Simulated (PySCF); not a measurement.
Magnetic susceptibility: `CO[C+](C=C)C[Se]C`, [C₆H₁₁OSe]+, charge +1

Molfile (atoms numbered from 1):
```
C6H11OSe
     RDKit          3D

 19 18  0  0  0  0  0  0  0  0999 V2000
   -1.4656    2.1378    0.2617 C   0  0  0  0  0  0  0  0  0  0  0  0
   -0.5442    1.3584   -0.3132 C   0  0  0  0  0  0  0  0  0  0  0  0
   -0.5698   -0.0878   -0.2405 C   0  0  0  0  0  0  0  0  0  0  0  0
    0.5086   -0.8596   -0.8570 C   0  0  0  0  0  0  0  0  0  0  0  0
    1.5612   -0.8704    0.8618 Se  0  0  0  0  0  2  0  0  0  0  0  0
    2.6902    0.6878    0.5940 C   0  0  0  0  0  0  0  0  0  0  0  0
   -1.5842   -0.6119    0.3756 O   0  0  0  0  0  0  0  0  0  0  0  0
   -1.7605   -2.0161    0.4837 C   0  0  0  0  0  0  0  0  0  0  0  0
   -1.4344    3.2087    0.1585 H   0  0  0  0  0  0  0  0  0  0  0  0
   -2.2750    1.7231    0.8396 H   0  0  0  0  0  0  0  0  0  0  0  0
    0.2523    1.7878   -0.9037 H   0  0  0  0  0  0  0  0  0  0  0  0
    0.2754   -1.8797   -1.1492 H   0  0  0  0  0  0  0  0  0  0  0  0
    1.0682   -0.3358   -1.6263 H   0  0  0  0  0  0  0  0  0  0  0  0
    3.4573    0.6299    1.3641 H   0  0  0  0  0  0  0  0  0  0  0  0
    3.1574    0.6389   -0.3860 H   0  0  0  0  0  0  0  0  0  0  0  0
    2.1234    1.6056    0.7245 H   0  0  0  0  0  0  0  0  0  0  0  0
   -0.9136   -2.4741    1.0063 H   0  0  0  0  0  0  0  0  0  0  0  0
   -2.6665   -2.1539    1.0717 H   0  0  0  0  0  0  0  0  0  0  0  0
   -1.8902   -2.4795   -0.4966 H   0  0  0  0  0  0  0  0  0  0  0  0
  1  2  2  0
  2  3  1  0
  3  4  1  0
  4  5  1  0
  5  6  1  0
  3  7  1  0
  7  8  1  0
  1  9  1  0
  1 10  1  0
  2 11  1  0
  4 12  1  0
  4 13  1  0
  6 14  1  0
  6 15  1  0
  6 16  1  0
  8 17  1  0
  8 18  1  0
  8 19  1  0
M  CHG  1   3   1
M  END
```

Method: GIAO B97-2/pcSseg-1 magnetisability, rotational g tensor and spin-rotation constants, non-relativistic, gas phase (PySCF 2.14.0). Geometry: GFN2-xTB.

The calculation is non-relativistic, which matters for the atoms heavier than Zn. For an ion the centre-of-mass motion in the field is neglected.

(1) How diamagnetic is it, and how anisotropic?

(2) Split it along the inertial axes a, b, c into diamagnetic and paramagnetic parts about the centre of mass, with the quadrupole moment.

(3) And the rotational g tensor?

Answers

(1) Isotropic -1495 × 10⁻³⁰ J/T², or -90.1 × 10⁻⁶ cm³/mol; principal values -1688, -1488, -1309 × 10⁻³⁰ J/T², anisotropy 329 × 10⁻³⁰ J/T² (root of half the summed squared differences of the principal values). The susceptibility is in cgs units.

(2) 
```
axis  χ (10⁻⁶ cm³/mol)  diamagnetic (10⁻⁶ cm³/mol)  paramagnetic (10⁻⁶ cm³/mol)  summed x² of all electrons (Å²)  quadrupole Θ (D Å)
   a             -90.1                      -765.9                        675.8                            230.9               +4.89
   b             -89.2                     -1150.0                       1060.7                            140.4               +8.61
   c             -90.9                     -1575.1                       1484.2                             40.2              -13.50
```
Anisotropies 2χaa − χbb − χcc = 0.0 and 2χbb − χaa − χcc = +2.4 × 10⁻⁶ cm³/mol. Θ is traceless in Buckingham's convention.

(3) 
```
axis  rotational constant (GHz)        g  nuclear part  electronic part
   a                     1.9141  +0.0058        0.6136          -0.6077
   b                     1.0869  +0.0018        0.5434          -0.5416
   c                     0.7910  +0.0067        0.5582          -0.5515
```
Asymmetric top; isotopes 12C, 1H, 16O, 80Se; no vibrational averaging.
